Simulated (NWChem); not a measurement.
# C3H5O, doublet; SMILES [CH]=C(C)O

```xyz
9

C     -1.2042    -0.8445     0.0000
C     -0.1111    -0.0954     0.0000
C     -0.1209     1.3984     0.0000
O      1.1637    -0.5818     0.0000
H     -1.4998    -1.8911     0.0000
H     -1.1458     1.7882     0.0000
H      0.4114     1.7760     0.8875
H      0.4114     1.7760    -0.8875
H      1.1307    -1.5456     0.0000
```
Atoms are numbered in this order, from 1.

Computed with NWChem. Spin-unrestricted. In the optimisation the excess spin sits in a' (Cs, its own frame). All runs use the structure optimised with PBE0/def2-SVP, spin-unrestricted. No stability test was run on the SCF state.

**Question.** Taking B3LYP/def2-TZVPP as the yardstick, which of these has the fewest basis functions while keeping “dipole (D)” within 0.05 D of it: B3LYP/def2-SVP; B3LYP/def2-SVPD; B3LYP/def2-TZVP?

**Answer.** B3LYP/def2-SVPD.
```tsv
level	basis functions	dipole (D)	relative time (rough)
B3LYP/def2-SVP	81	0.91	1
B3LYP/def2-SVPD	123	0.79	2
B3LYP/def2-TZVP	154	0.86	5
B3LYP/def2-TZVPP	194	0.82	4
```

The yardstick is one finite set, not the basis-set limit.
